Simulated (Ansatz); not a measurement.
CH9BGeSi can be A, `C[SiH2][BH][GeH3]`, or B, `[BH2][GeH]([CH3])[SiH3]`.

Calculated with Ansatz (gas phase, PBE0-D4/def2-TZVP geometries, no zero-point term in ΔE). CCSD(T)/CBS is the MP2 limit (def2-TZVPP, def2-QZVPP) plus CCSD(T) − MP2 in def2-TZVPP, frozen cores. Functionals use def2-TZVPP. B3LYP here is the variant with VWN-RPA as its local correlation; programs differ in this. For Ge outer-core shells are correlated without core-valence functions, which leaves a few kJ/mol of doubt a bond. Scalar relativity is left out up to krypton. Each species was taken in one conformer, which may not be the lowest.

Which isomer does CCSD(T)/CBS put lower? Give the gap. (Estimate.)

Computed: B, by 21.9 kJ/mol.

Give E(B) − E(A) in kJ/mol with HF/def2-TZVPP, CCSD(T)/def2-SVP, PBE0-D4, BLYP-D4, B3LYP-D4, MP2/def2-TZVPP, ωB97M-V. (An estimate is asked.)

The calculation gave: HF/def2-TZVPP -17.7, CCSD(T)/def2-SVP -15.2, PBE0-D4 -17.9, BLYP-D4 -20.1, B3LYP-D4 -19.6, MP2/def2-TZVPP -28.6, ωB97M-V -18.2. None reverses the order clearly.

Does the order hold for the free energy at 298.15 K (harmonic terms from PBE0-D4)? (Estimate.)

Computed: Yes: G(B) − G(A) = -17.3 kJ/mol, for one conformer each. Modes under 60 cm⁻¹, often nearly free rotors, make the harmonic entropy too high.

Largest T1 diagnostic: 0.012.

At CCSD(T), def2-SVP lies +6.7 kJ/mol from the extrapolated value and def2-TZVPP −0.7 kJ/mol. Leaving LDA and LC-ωPBE aside and taking each functional with its dispersion term where it has one, the values, not all of them listed here, spread over 18.5 kJ/mol, from B2PLYP to B97M-V. LDA lies +7.5 kJ/mol from PBE without D4.
